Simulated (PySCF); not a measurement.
Constitutional and geometric isomers with formula C3H2O2. Gas-phase values, no solvent. One relaxed conformer stands for each flexible species; it need not be the lowest. Strings in code marks are SMILES.

Quantity: electronic energy of isomers of C3H2O2 relative to `O=c1cc1O` (C–C–O–H torsion 0°), in eV.

Case: `O=C1[C@H]2O[C@@H]12`. Geometry of `[C@@H]12C(=O)[C@@H]1O2` (neutral, multiplicity 1, Å):

```xyz
7

O      1.9758    -0.2930    -0.6974
C      0.8097    -0.1098    -0.5222
C     -0.1696     0.8202     0.0335
O     -1.3699     0.2436    -0.4496
C     -0.4221    -0.7234    -0.0334
H     -0.1769     1.4683     0.8968
H     -0.6471    -1.4059     0.7723
```

Task: What is the computed electronic energy of isomers of C3H2O2 relative to `O=c1cc1O` (C–C–O–H torsion 0°) (PBE-D3(BJ)/def2-TZVP // B3LYP-D3(BJ)/def2-TZVP (PySCF))?

Result: 1.32 eV.
